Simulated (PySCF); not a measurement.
**Spinor energies of Zr³¹⁺ (zirconium, charge +31)**

Start: [He] 2s2 2p5; 2p1/2 filled at m_j = -1/2, +1/2; 2p3/2 filled at m_j = -1/2, +1/2, +3/2. Calculated with PySCF 2.14 in an uncontracted even-tempered set (17 s from 12 bohr⁻², ratio 2.4; 12 p from 15 bohr⁻², ratio 2.4; 5 d from 59 bohr⁻², ratio 2.6; 4 f from 88 bohr⁻², ratio 2.6): generalised Hartree-Fock with the X2C-1e Hamiltonian and a Gaussian nucleus; one run each with spin-orbit coupling (SO) switched off, then screened by Boettger's factors.

| spinor shell | electrons | ε, spin-free (eV) | ε, screened SO (eV) | weight of nominal j (screened SO) | rms radius, screened SO (bohr) |
| --- | --- | --- | --- | --- | --- |
| 1s1/2 | 2 | -19932.1 | -19929.6 | 1.000 | 0.0425 |
| 2s1/2 | 2 | -4230.2 | -4229.4 | 1.000 | 0.171 |
| 2p1/2 | 2 | -3984.8 | -4046.0 | 0.994 | 0.148 |
| 2p3/2 | 3 | -3984.8 | -3955.3 | 0.996 | 0.152 |

```
   quantity    spin-free  screened SO
E (hartree)  -2777.62304  -2778.98316
        M_J          3/2          3/2
       ⟨J²⟩        3.750        3.750
       ⟨L²⟩        2.000        2.002
       ⟨S²⟩        0.750        0.752
```

Each row is a mean over spinors that exchange with the open shell spreads, by up to 31.486 eV (2s1/2).

Breit and QED terms are absent; they matter most for the inner s and p1/2 levels.

Densities and radii are taken from the X2C orbitals without a picture-change correction, which distorts them close to the nucleus.

Without spin-orbit coupling the j labels of p, d and f shells carry no meaning; the spin-free column gives the mean over the occupied spinors of each nl shell.
